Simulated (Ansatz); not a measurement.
Gas-phase electronic energies from Ansatz, PBE0-D4/def2-TZVP geometries. CCSD(T)/CBS adds triple-zeta CCSD(T) − MP2 to the extrapolated MP2 energy (def2 sets, frozen cores). Functionals use def2-TZVPP. For Ga outer-core shells are correlated without core-valence functions, which leaves a few kJ/mol of doubt a bond. Scalar relativity is left out up to krypton. One conformer a species, not always the lowest.

Consider the substitution at a C–Al bond: `[SiH3][CH2][AlH][S][SiH3]` + `[SH][GaH2]` → `[SiH3]C[S][GaH2]` + `[AlH2][S][SiH3]`.

`[SiH3][CH2][AlH][S][SiH3]`:

Cartesian coordinates in Å:
```
Si 1.102 1.529 0.698
C 0.370 -0.026 1.427
Al 0.738 -1.620 0.379
S -0.297 -2.104 -1.483
Si -1.690 -0.507 -1.744
H 0.472 1.823 -0.619
H 2.563 1.349 0.468
H 0.918 2.715 1.578
H 0.793 -0.177 2.427
H -0.709 0.123 1.535
H 1.842 -2.674 0.790
H -2.098 0.085 -0.444
H -1.115 0.559 -2.600
H -2.888 -1.075 -2.411
```

`[SH][GaH2]`:

Z-matrix (Å, degrees):
```
Ga
S 1 2.199
H 1 1.559 2 115.2
H 1 1.560 2 118.1 3 -180.0
H 2 1.343 1 95.0 3 180.0
```

`[SiH3]C[S][GaH2]`:

Z-matrix (Å, degrees):
```
Si
C 1 1.878
H 1 1.484 2 109.6
H 1 1.490 2 111.1 3 -120.9
H 1 1.488 2 108.6 3 119.2
S 2 1.826 1 109.7 3 -57.8
H 2 1.092 1 110.8 3 59.6
H 2 1.091 1 111.5 3 179.1
Ga 6 2.191 2 102.8 1 -80.8
H 9 1.558 6 115.9 2 176.6
H 9 1.563 6 116.9 2 -5.1
```

`[AlH2][S][SiH3]`:

Cartesian coordinates in Å:
```
Al 1.021 1.067 -1.117
S 0.045 -0.881 -1.189
Si -0.789 -0.891 0.783
H 0.902 1.917 0.212
H 1.802 1.530 -2.408
H -1.516 -2.175 0.930
H -1.737 0.236 0.971
H 0.272 -0.804 1.817
```

| level | ΔE (kcal/mol) |
| --- | --- |
| PBE0-D4 | 18.7 |
| CCSD/CBS(def2) | 18.5 |

(1) What does CCSD(T)/CBS give? (An estimate is asked.)

Largest T1 diagnostic among the species: 0.013.

Answers

(1) Computed: +18.4 kcal/mol. The listed levels differ from it by 0.3, 0.1 kcal/mol.

In def2-TZVPP, CCSD(T) changes the Hartree–Fock value by +0.9 kcal/mol (the triples alone add −0.2 kcal/mol) and MP2 by +1.0 kcal/mol. Leaving LDA and LC-ωPBE aside and taking each functional with its dispersion term where it has one, the values, not all of them listed here, spread over 2.9 kcal/mol, from revPBE-D4 to r2SCAN0-D4.
